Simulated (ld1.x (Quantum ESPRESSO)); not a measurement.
**Which change was made? (Ta, RRKJ)**

Ta (Z = 73), norm-conserving RRKJ (Kleinman–Bylander form), made with ld1.x (Quantum ESPRESSO) 7.5 (LDA (PZ), scalar-relativistic). Core [Xe] 4f14, reference 5d3 6s1.75 6p0 (charge +0.25). Waves: 6p (bound, empty): rc 2.80 bohr; 5d (bound): rc 2.10 bohr; 6s (bound): rc 2.05 bohr. Local part: the s channel. Core correction: none.

Cutoffs, loose and tight: the cutoffs (Ry, on a coarse ladder) from which the occupation-weighted sum of valence levels, in a spherical-Bessel basis at the reference potential, stays within 10 and 1 mRy of its value at 400 Ry. They do not see the model core or the augmentation charge, which bear on the density cutoff. Test errors are all-electron minus pseudo excitation energies from the reference, over the configurations 5d3 6s2 6p0; 5d3 6s1 6p0; 5d3 6s0 6p0; 5d3.5 6s1.5 6p0; 5d3 6s1 6p1; 5d3 6s0 6p1; 5d2 6s2 6p1 (two spin-polarised tests are not counted in the largest error); variants that change the core or the reference have their own tests.

The base gives: outcome: generated; cutoff, loose: 25 Ry; cutoff, tight: 50 Ry; bound ghosts: none; largest test error (meV): +72.

Q: After one change the result is: outcome: failed: compute_phi: phi has nodes before r_c. Which change was it?
A. wave 5d (bound): rc 2.10 bohr becomes 5d (bound): rc 1.74 bohr
B. all radii scaled by about 1.33 (s 2.72, p 3.72, d 2.80 bohr)
C. wave 6s (bound): rc 2.05 bohr becomes 6s (bound): rc 1.46 bohr

A: B. The others give: wave 6s (bound): rc 2.05 bohr becomes 6s (bound): rc 1.46 bohr → outcome: failed: run_pseudo: Errors in PS-KS equation | wave 5d (bound): rc 2.10 bohr becomes 5d (bound): rc 1.74 bohr → outcome: generated; cutoff, loose: 30 Ry; cutoff, tight: 55 Ry; bound ghosts: none; largest test error (meV): +73.
